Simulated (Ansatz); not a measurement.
Computed with Ansatz on PBE0-D4/def2-TZVP structures; ΔE is electronic, products minus reactants. CBS: MP2 limit from def2 TZ/QZ plus the TZ coupled-cluster correction, frozen cores. This one scheme is used for every species. Elements past krypton have def2 core potentials. For Hf outer-core shells are correlated without core-valence functions, which leaves a few kJ/mol of doubt a bond. One conformer a species, not always the lowest.

`[NH2][Hf]([Cl])([Cl])[Cl]` + HCl → hafnium tetrachloride + NH₃  (ligand exchange at the Hf–N bond)

| species | CCSD(T)/CBS(def2) energy (Eh) |
| --- | --- |
| `[NH2][Hf]([Cl])([Cl])[Cl]` | -1483.42216 |
| HCl | -460.38127 |
| `[Cl][Hf]([Cl])([Cl])[Cl]` | -1887.32756 |
| NH₃ | -56.50880 |

Problem. Work out ΔE.

Solution. ΔE = (-1887.32756) + (-56.50880) − (-1483.42216) − (-460.38127) = -0.03293 Eh = -20.7 kcal/mol.

Largest T1 diagnostic among the species: 0.014.

At CCSD(T), def2-SVP lies +1.5 kcal/mol from the extrapolated value and def2-TZVPP +0.8 kcal/mol. Leaving LDA and LC-ωPBE aside and taking each functional with its dispersion term where it has one, the values, not all of them listed here, spread over 2.8 kcal/mol, from B97M-V to CAM-B3LYP-D4. LDA lies +1.1 kcal/mol from PBE without D4.
